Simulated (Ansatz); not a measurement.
`[BH2][GeH2][Br]` + `[SiH3]S` → `BS[SiH3]` + `[GeH3][Br]` at 500 K and 1 bar (cleavage of the B–Ge bond).

Calculated with Ansatz (gas phase, PBE0-D4/def2-TZVP geometries, no zero-point term in ΔE). CCSD(T)/CBS adds triple-zeta CCSD(T) − MP2 to the extrapolated MP2 energy (def2 sets, frozen cores). For Br, Ge outer-core shells are correlated without core-valence functions, which leaves a few kJ/mol of doubt a bond. Scalar relativity is left out up to krypton.

| species | CCSD(T)/CBS energy (Eh) | H − E (kJ/mol) | S (J/(mol·K)) |
| --- | --- | --- | --- |
| `[BH2][GeH2][Br]` | -4676.63012 | 132.3 | 380.2 |
| `[SiH3]S` | -689.27336 | 117.6 | 310.5 |
| `BS[SiH3]` | -714.68055 | 162.1 | 357.9 |
| `[GeH3][Br]` | -4651.26096 | 88.8 | 308.7 |

H − E and S are ideal-gas, rigid-rotor, harmonic terms from PBE0-D4/def2-TZVP. 1 Eh = 2625.50 kJ/mol, R = 8.31446 J/(mol·K).

Question: By hand: ΔE, ΔH, ΔS and ΔG.

Answer: ΔE = (-714.68055) + (-4651.26096) − (-4676.63012) − (-689.27336) = -0.03803 Eh = -99.8 kJ/mol. Δ(H − E) = 162.1 + 88.8 − 132.3 − 117.6 = 1.0, so ΔH = -98.8 kJ/mol. ΔS = 357.9 + 308.7 − 380.2 − 310.5 = -24.1 J/(mol·K). ΔG = -98.8 − 500 × (-24.1)/1000 = -86.8 kJ/mol.

Question: By hand: the equilibrium constant, and the temperature at which ΔG would vanish if ΔH and ΔS stayed fixed.

Answer: log₁₀ K = −ΔG/(RT ln 10) = 9.1. ΔG = 0 at ΔH/ΔS = 4100 K, far beyond where these terms or the molecules hold.

ΔH outweighs TΔS. A doubt of 5 kJ/mol in ΔE shifts log₁₀ K by 0.5 here. These are equilibria of isolated gas molecules and say nothing of rates. Largest T1 diagnostic: 0.014 (customary marks: 0.02 for closed shells, 0.045 for open ones).
